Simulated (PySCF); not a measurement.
PySCF job for C4H7O, SMILES [CH2]C(=O)CC, multiplicity 2, SMD-M06-2X/6-31G*. Geometry: PBE-D3(BJ)/def2-SVP. The isomer is the one that the SMILES or the coordinates give; other isomers of the formula were not compared. Other conformers were not sampled.

```python
import numpy as np
from pyscf import gto, scf, dft
from pyscf.solvent import smd

mol = gto.M(
    atom='''
    C     0.55517920    1.88122748   -0.00000000
    C    -0.10893559    0.59315944    0.00000000
    O    -1.34848026    0.51833726    0.00000000
    C     0.76780020   -0.66075654   -0.00000000
    C    -0.03562401   -1.95447245   -0.00000000
    H     1.65275436    1.97695477   -0.00000000
    H    -0.06768610    2.78859607    0.00000000
    H     1.44665802   -0.60366676    0.88112873
    H     1.44665802   -0.60366676   -0.88112872
    H     0.62915602   -2.84027663    0.00000000
    H    -0.69510852   -2.00979320   -0.88836253
    H    -0.69510852   -2.00979321    0.88836253
    ''',
    basis='6-31G*',
    charge=0,
    spin=1,
    max_memory=1600,
    verbose=3,
)
mf = dft.UKS(mol, xc='m06-2x').density_fit(auxbasis='def2-universal-jkfit')
mf.grids.level = 4
mf.conv_tol = 1e-9
mf.max_cycle = 100
mf.kernel()
fine, coarse = mf.grids, dft.Grids(mol).set(level=1).build(with_non0tab=True)
for _ in range(3):  # follow internal instabilities
    mf.grids = coarse
    mo, _, stable, _ = mf.stability(return_status=True, nroots=4)
    mf.grids = fine
    if stable:
        break
    mf.kernel(mf.make_rdm1(mo, mf.mo_occ))
res = {}
for name in ['water', 'n-hexane', 'ethylethanoate']:
    s = mf.SMD()
    s.with_solvent.solvent, s.with_solvent.sasa_ng = name, 194
    s.kernel(mf.make_rdm1())
    res[name] = (s.e_tot, s.with_solvent.get_cds(), s.dip_moment(), s.mo_energy, s.converged)
    print(f'SMD {name}: dG(solv) = {(s.e_tot - mf.e_tot) * 627.509474:.3f} kcal/mol, of which CDS {res[name][1] * 627.509474:.3f}')
```

It prints:

```

WARN: HOMO -0.225037380281516 >= LUMO -0.225037380281518

converged SCF energy = -231.687151498692  <S^2> = 0.76869074  2S+1 = 2.0186042
<class 'pyscf.df.df_jk.DFUKS'> wavefunction is stable in the internal stability analysis
converged SCF energy = -231.692948484068  <S^2> = 0.76431657  2S+1 = 2.0142657
Dipole moment(X, Y, Z, Debye):  4.26975,  0.79838, -0.00000
SMD water: dG(solv) = -3.638 kcal/mol, of which CDS 4.171
converged SCF energy = -231.693084019154  <S^2> = 0.76786348  2S+1 = 2.0177844
Dipole moment(X, Y, Z, Debye):  3.15519,  0.58045, -0.00000
SMD n-hexane: dG(solv) = -3.723 kcal/mol, of which CDS -2.066
converged SCF energy = -231.695244931668  <S^2> = 0.76694086  2S+1 = 2.0168697
Dipole moment(X, Y, Z, Debye):  3.50826,  0.68491, -0.00000
SMD ethylethanoate: dG(solv) = -5.079 kcal/mol, of which CDS -1.571
```

Self-consistency was reached.

Cost: very roughly 4 core-minutes.
